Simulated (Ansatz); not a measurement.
Abridged output of a molecular run in Ansatz:

```
Functional definition: HF
1677 factors; integrals over basis functions are off by at most 1.2e-3 eV
mean field evaluation 1: about -18307.8342 eV, gradient 4.9e1 eV
mean field evaluation 2: about -18308.0507 eV, gradient 4.9e1 eV
mean field evaluation 4: about -18313.6129 eV, gradient 4.8e0 eV
mean field evaluation 8: about -18313.7258 eV, gradient 3.4e-1 eV
mean field evaluation 16: about -18313.7268 eV, gradient 1.6e-6 eV
mean field -18313.72679213 eV, -673.0170461211 hartree, gradient 1.6e-6 eV, S^2 0.000000; 0 other end points of the search recorded, 0 dependent functions left out
13 core orbitals not correlated: weight in the atoms' cores, before any rotation towards them, 1.000 or more for the frozen orbitals, at most 0.000 for the correlated occupied ones
reference -18313.72679213 eV, -673.0170461211 hartree; 14, 14 occupied and 262, 262 virtual orbitals, 1677 factors
second order -20.38904725 eV of doubles, -0.00000000 eV of singles
cycle   1  -21.17398027 eV  change   -7.8e-1 eV  update   1.1e-1
cycle   2  -21.71228985 eV  change   -5.4e-1 eV  update   3.4e-2
cycle   3  -21.83550805 eV  change   -1.2e-1 eV  update   1.8e-2
cycle   4  -21.82953969 eV  change    6.0e-3 eV  update   4.9e-3
cycle   5  -21.82620160 eV  change    3.3e-3 eV  update   2.4e-3
cycle   6  -21.82647242 eV  change   -2.7e-4 eV  update   8.4e-4
cycle   7  -21.82629297 eV  change    1.8e-4 eV  update   3.4e-4
cycle   8  -21.82621557 eV  change    7.7e-5 eV  update   1.4e-4
cycle   9  -21.82627427 eV  change   -5.9e-5 eV  update   6.1e-5
cycle  10  -21.82629164 eV  change   -1.7e-5 eV  update   2.3e-5
perturbative correction -0.88693609 eV, -0.0325943001 hartree
Total energy: -18336.44001986 eV, -673.8517418445 hartree
```

Its atoms:

Cartesian coordinates in Å:
```
B -1.240 -0.103 1.299
Si -1.752 -1.153 -0.143
Al 0.323 0.626 -0.080
C 1.923 -0.352 -0.582
O 0.342 2.319 -0.206
H -0.134 -0.254 1.804
H -1.902 0.823 1.660
H -0.933 -2.232 -0.756
H -2.970 -0.900 -0.951
H 2.010 -0.413 -1.672
H 2.821 0.153 -0.216
H 1.921 -1.374 -0.195
H -0.408 2.860 0.036
```

**Question.** Which basis set was used?
A. def2-TZVPP
B. def2-QZVPP
C. cc-pV(Q+d)Z
D. def2-SVP

**Answer.** A. It gives 289 functions.

**Question.** Write the keys of the input that set method, charge and spin (a neutral closed shell needs none for the last two).

**Answer.** 
```yaml
correlation: {method: ccsd_t}
```
